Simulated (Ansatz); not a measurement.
C2H7AlOS, SMILES `[AlH2][CH2]OCS`, relaxed with RKS PBE-D4/def2-SVP in the Gaussian-basis code of Ansatz from a rough embedded geometry. The force threshold is 0.03 eV/Å; the program also tests the step.

Charge 0, multiplicity 1.

Start:

```xyz
12

Al   -1.388    1.902   -0.541
C    -0.152    0.387   -0.713
O    -0.303   -0.451    0.404
C     0.546   -1.575    0.365
S     2.172   -1.047    1.154
H    -2.949    1.741   -0.391
H    -0.777    3.411   -0.432
H     0.854    0.755   -0.747
H    -0.469   -0.102   -1.671
H     0.169   -2.375    0.899
H     0.796   -1.872   -0.702
H     1.502   -0.774    2.376
```

How much energy does the relaxation release, and in how many steps? (An estimate is asked.)

Computed: 10.87 kcal/mol, in 18 steps, 2 of them rejected.

Which bonds change most? (Best estimate.)

Computed: C4–H10 from 1.033 to 1.107 Å; S5–H12 from 1.420 to 1.363 Å; C2–H8 from 1.072 to 1.123 Å; Al1–H7 from 1.632 to 1.605 Å.

Give the relaxed structure. (Estimate.)

Ansatz gave: 
```xyz
12

Al   -1.452    1.958   -0.522
C    -0.084    0.527   -0.610
O    -0.461   -0.590    0.198
C     0.497   -1.599    0.273
S     2.068   -1.150    1.154
H    -2.674    1.886    0.508
H    -1.272    3.212   -1.506
H     0.901    0.939   -0.263
H     0.107    0.209   -1.670
H     0.028   -2.458    0.791
H     0.852   -1.925   -0.735
H     1.491   -1.009    2.380
```
